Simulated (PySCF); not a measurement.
# Eu²⁺: ionisation energy

Eu²⁺ [Xe] 4f7 [4f5/2^6 4f7/2^1, M_J = 7/2] → Eu³⁺ [Xe] 4f6 [4f5/2^6, M_J = 0], as a difference of total energies. All numbers are calculated (PySCF 2.14, the two-component X2C-1e Hamiltonian, in x2c-TZVPPall-2c). Correlated levels: [Ar] 3d10 frozen; the 18 highest virtual spinors dropped. "Screened" scales the spin-orbit matrix elements by Boettger's factors to mimic the two-electron term; Breit and QED terms are absent.

```
                    method  ionisation energy (eV)  difference from reference (eV)
           GHF (spin-free)                  22.669                          -2.171
          GMP2 (spin-free)                  25.334                          +0.494
 GHF (screened spin-orbit)                  22.299                          -2.541
GMP2 (screened spin-orbit)                  24.960                          +0.120
```

Reference: 24.84 ± 0.03 eV (semi-empirical (NIST evaluation); NIST Atomic Spectra Database, ionization energies).

The spin-free rows relax to the high-spin LS determinant and lack the spin-orbit shift.

The labels give the starting determinants; with spin-orbit coupling the two ends relaxed to ⟨J²⟩ = 15.76, ⟨L²⟩ = 0.10, ⟨S²⟩ = 15.70 and ⟨J²⟩ = 5.43, ⟨L²⟩ = 11.88, ⟨S²⟩ = 11.87.

The determinant of Eu³⁺ mixes levels of different J (the jj label is only the starting occupation), so the difference between spin-free and spin-orbit rows is not the physical spin-orbit shift.
